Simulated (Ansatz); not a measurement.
Stepwise reaction of `O[Si@H](F)[Si@H](O)F` with hydrogen, as a gas-phase model of exchange steps in deposition or etching. ΔE in kJ/mol.

Calculated with Ansatz (gas phase, PBE0-D4/def2-TZVP geometries, no zero-point term in ΔE). CBS: MP2 limit from def2 TZ/QZ plus the TZ coupled-cluster correction, frozen cores. This one scheme is used for every species. DFT in def2-TZVPP. B3LYP here is the variant with VWN-RPA as its local correlation; programs differ in this. Each species was taken in one conformer, which may not be the lowest.

```csv
step,reaction,PBE-D4,B3LYP-D4,ωB97M-V,CCSD(T)/CBS
1,`O[Si@H](F)[Si@H](O)F` + H₂ → `O[SiH2][SiH](O)F` + H–F,119.7,127.6,126.3,122.3
2,`O[SiH2][SiH](O)F` + H₂ → `O[SiH2][SiH2]O` + H–F,126.9,135.4,135.0,131.0
```

Question: By hand: ΔE of the 2 steps together at CCSD(T)/CBS.

Answer: (122.3) + (131.0) = 253.3 kJ/mol, or 126.7 kJ/mol a step.

In ΔE each step is higher than the one before. All are uphill at CCSD(T)/CBS. PBE-D4 differs from CCSD(T)/CBS by -4.1 to -2.6 kJ/mol a step. Isolated molecules leave out the surface, adducts and barriers. Largest T1 diagnostic: 0.013.
